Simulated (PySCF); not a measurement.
**From computed data to an observable: dipole moment from atomic charges**

Si(F)(Cl)2(OMe) (CH3Cl2FOSi), SMILES CO[Si](F)(Cl)Cl. Atoms are numbered in the order given.

```xyz
9

C     -2.3114    -0.1282    -1.2266
O     -0.9710     0.3327    -1.1516
Si     0.1800    -0.1495    -0.1091
F      0.6602    -1.6527    -0.4364
Cl     1.7778     1.0953    -0.2969
Cl    -0.5316    -0.1658     1.8141
H     -2.7985    -0.1006    -0.2375
H     -2.3525    -1.1588    -1.6167
H     -2.8602     0.5326    -1.9122
```

Coordinates come from a B3LYP-D3(BJ)/def2-SVP optimisation. Other conformers were not sampled.

Charges (e) from PBE/def2-TZVP in PySCF:

```tsv
atom	IAO	ESP fit
C1	-0.217	-0.198
O2	-0.611	-0.140
Si3	1.428	0.146
F4	-0.503	-0.111
Cl5	-0.263	-0.017
Cl6	-0.289	-0.040
H7	0.144	0.106
H8	0.147	0.138
H9	0.165	0.116
```

The dipole moment of the full density is 1.94 D.

Question: What dipole moment does each set of point charges give, and which comes closer to that of the density?

Answer: 
μ = Σ q r, and 1 e Å = 4.8032 D.
IAO: Σ q r = (-0.515, 0.105, 0.000) e Å, |μ| = 2.52 D.
ESP fit: Σ q r = (-0.415, 0.020, -0.101) e Å, |μ| = 2.06 D.
ESP fit comes closer in size. Point charges leave out the atoms' own dipoles (lone pairs, polarised bonds); fits to the potential absorb them, partitions of the density don't.
